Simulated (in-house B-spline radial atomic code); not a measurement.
Atomic self-consistent-field run: Sb VI (Sb5+) (an excited or competing configuration). Computed with a B-spline radial code for spherical atoms: scalar-relativistic (X2C) PBE0, spin-polarised, spherical fractional occupations, exact exchange averaged over the configuration, Fermi nucleus of rms radius 4.6802 fm.

Command:
```bash
python run_scf.py task.json out
```
Settings (nuclear radius in fm, mass in u):
```
Z                51
configuration    [Ar] 3d9 4s2 4p6 4d10 4f1
hamiltonian      x2c
method           pbe0
spin_polarised   True
nucleus          fermi
rms_radius       4.6802
atomic_mass      120.90381
speed_of_light   137.035999084
exact_exchange   averaged over the configuration
```

Output (hartree, bohr):
```
 radial grid: 67 intervals, B-splines of order 8, outer radius 18.2456 bohr

 iter        energy (Eh)    residual
    1       -6428.100244    9.71e-01
    2       -6442.283876    8.55e-01
    3       -6453.760915    1.59e-01
    4       -6454.387304    2.78e-02
    5       -6454.404444    1.74e-02
    6       -6454.411651    3.64e-03
    7       -6454.411872    8.35e-04
    8       -6454.411887    4.01e-05
    9       -6454.411887    3.16e-06
   10       -6454.411887    1.17e-07

 total energy                     -6454.41189
 kinetic                            6813.3959
 electron-nucleus                 -15543.6843
 Hartree                            2443.7660
 exact exchange                      -41.0428
 exchange-correlation               -126.8466

 orbital      occ     eigenvalue          <r>       <r^2>       <1/r>       r_max
 1s up      1.000     -1119.0509    0.0278305  0.00105912     56.8855     0.01765
 1s down    1.000     -1119.0497    0.0278304   0.0010591     56.8856     0.01765
 2s up      1.000      -174.5004      0.12204    0.017625     12.9235      0.1036
 2s down    1.000      -174.3962        0.122    0.017613     12.9285      0.1035
 2p up      3.000      -157.0984     0.106827    0.013946     11.9745     0.08275
 2p down    3.000      -157.0100     0.106776   0.0139316      11.979     0.08273
 3s up      1.000       -37.1929     0.327595    0.122772     4.57755      0.2986
 3s down    1.000       -37.0581     0.327828    0.122947     4.57229      0.2987
 3p up      3.000       -31.4786     0.325251     0.12276     4.27623      0.2918
 3p down    3.000       -31.3284     0.325573    0.123003      4.2703      0.2919
 3d up      5.000       -22.8048     0.301023     0.10715     4.02391      0.2422
 3d down    4.000       -22.6716     0.302129    0.108126     4.01416      0.2425
 4s up      1.000        -8.2543      0.77617    0.680446     1.81592      0.7126
 4s down    1.000        -8.2240     0.776631    0.681158     1.81431      0.7132
 4p up      3.000        -6.4402     0.829451     0.78333     1.64874      0.7481
 4p down    3.000        -6.4094     0.829857    0.783951     1.64763      0.7489
 4d up      5.000        -3.7434     0.958745      1.0705     1.37724      0.8154
 4d down    5.000        -3.7076     0.958497     1.07038     1.38216      0.8174
 4f up      1.000        -1.2564       1.8474     4.20512    0.707287       1.404
```

Cost of the run: 0.38 s on 1 thread of Intel(R) Xeon(R) 6975P-C, with other jobs on the host.

One-electron X2C: radii and densities carry no picture-change correction, so inner-shell <1/r> comes out high (for 1s by about 2 % at Z = 33, 5 % at 54, 10 % at 75, 30 % at 118) and <r> low.
